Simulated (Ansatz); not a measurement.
One change: `[NH2][GeH2][Si](N)(F)F` becomes `N[SiH2]S[Si](N)(F)F`.

Ansatz, PBE0-D4/def2-TZVP geometries, multiplicity 1. Each molecule was computed in one conformer, which needn't be the lowest.

Scalar relativity is left out up to krypton.

```
                                          property  `[NH2][GeH2][Si](N)(F)F`
               HOMO energy (B3LYP/def2-TZVPP) / eV                     -7.11
             HOMO energy (ωB97M-V/def2-TZVPP) / eV                     -9.69
                HOMO energy (PBE0/def2-TZVPP) / eV                     -7.36
             HOMO–LUMO gap (B3LYP/def2-TZVPP) / eV                      6.86
               LUMO energy (B3LYP/def2-TZVPP) / eV                     -0.25
size of the dipole moment (ωB97M-V/def2-TZVPP) / D                      2.83
```

Problem. Give the same properties after the change, and the shifts. (Best estimate.)

Solution. The calculation gave: 
```
                                          property  `N[SiH2]S[Si](N)(F)F`  shift
               HOMO energy (B3LYP/def2-TZVPP) / eV                  -7.27  -0.16
             HOMO energy (ωB97M-V/def2-TZVPP) / eV                  -9.76  -0.07
                HOMO energy (PBE0/def2-TZVPP) / eV                  -7.53  -0.17
             HOMO–LUMO gap (B3LYP/def2-TZVPP) / eV                   7.41   0.55
               LUMO energy (B3LYP/def2-TZVPP) / eV                   0.14   0.39
size of the dipole moment (ωB97M-V/def2-TZVPP) / D                   2.88   0.05
```

With PBE0 the HOMO falls by 0.17 eV and the LUMO rises by 0.39 eV, so the gap widens by about 0.56 eV. PBE moves the HOMO by -0.29 eV and ωB97M-V by -0.07 eV. Dipoles are sizes alone; their direction can turn.

B3LYP here is the variant with VWN-RPA as its local correlation; programs differ in this.
